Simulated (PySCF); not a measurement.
# `InChI=1S/C6H9FSe/c1-3-5-4(2)8-6(5)7/h3-6H,1H2,2H3/t4-,5+,6-/m0/s1`

Geometry:
```tsv
atom	x (Å)	y (Å)	z (Å)
C1	2.362	0.333	0.402
C2	1.136	-0.149	0.326
C3	0.348	-0.209	-0.941
C4	-0.922	0.671	-1.002
C5	-1.608	0.937	0.317
Se6	-1.897	-0.716	-2.091
C7	-0.307	-1.562	-1.246
F8	-0.664	-2.255	-0.131
H9	2.903	0.364	1.332
H10	2.876	0.719	-0.464
H11	0.643	-0.539	1.206
H12	0.993	0.046	-1.787
H13	-0.782	1.595	-1.567
H14	-0.978	1.572	0.939
H15	-1.804	0.008	0.848
H16	-2.557	1.444	0.148
H17	0.251	-2.248	-1.888
```

Theory: PySCF, TDDFT B3LYP/def2-SVPD circular dichroism and optical rotation, one conformer, gas phase. Geometry: GFN2-xTB.

The molecule is flexible and this is one conformer; a measurement averages over conformers. The calculation is non-relativistic, which matters for the atoms heavier than Zn. States above about 6.3 eV (minus the energy of the highest occupied orbital) lie near or above the ionisation threshold and depend on the basis.

(1) Draw the ECD and absorption spectra from the lowest 16 states, each a Gaussian of half-width 0.35 eV at 1/e height.

## Answers

(1) 
| E (eV) | λ (nm) | Δε (L mol⁻¹ cm⁻¹) | ε (L mol⁻¹ cm⁻¹) |
| --- | --- | --- | --- |
| 3.36 | 369 | +0.26 | 2.4 |
| 3.46 | 358 | +0.54 | 5.01 |
| 3.56 | 348 | +0.96 | 8.88 |
| 3.66 | 339 | +1.45 | 13.4 |
| 3.76 | 330 | +1.85 | 17.1 |
| 3.86 | 321 | +2.01 | 18.5 |
| 3.96 | 313 | +1.85 | 17.1 |
| 4.06 | 305 | +1.45 | 13.4 |
| 4.16 | 298 | +0.96 | 8.88 |
| 4.26 | 291 | +0.54 | 5.02 |
| 4.36 | 284 | +0.26 | 2.43 |
| 4.46 | 278 | +0.11 | 1.12 |
| 4.56 | 272 | +0.03 | 1.03 |
| 4.66 | 266 | -0.01 | 3.17 |
| 4.76 | 260 | -0.05 | 11.8 |
| 4.86 | 255 | -0.17 | 39.6 |
| 4.96 | 250 | -0.44 | 117 |
| 5.06 | 245 | -0.98 | 304 |
| 5.16 | 240 | -1.86 | 700 |
| 5.26 | 236 | -3.04 | 1430 |
| 5.36 | 231 | -4.29 | 2590 |
| 5.46 | 227 | -5.27 | 4150 |
| 5.56 | 223 | -5.70 | 5870 |
| 5.66 | 219 | -5.53 | 7300 |
| 5.76 | 215 | -4.93 | 7950 |
| 5.86 | 212 | -4.12 | 7570 |
| 5.96 | 208 | -3.28 | 6330 |
| 6.06 | 205 | -2.50 | 4740 |
| 6.16 | 201 | -1.81 | 3400 |
| 6.26 | 198 | -1.20 | 2650 |
| 6.36 | 195 | -0.59 | 2530 |
| 6.46 | 192 | -0.01 | 2930 |
| 6.56 | 189 | +0.42 | 3690 |
| 6.66 | 186 | +0.63 | 4810 |
| 6.76 | 183 | +1.00 | 6420 |
| 6.86 | 181 | +2.59 | 8720 |
| 6.96 | 178 | +6.64 | 11800 |
| 7.06 | 176 | +13.45 | 15300 |
| 7.16 | 173 | +21.46 | 18400 |

Δε uses R in velocity form, ε uses f in length form. Only the states computed contribute, so the short-wavelength end is incomplete.
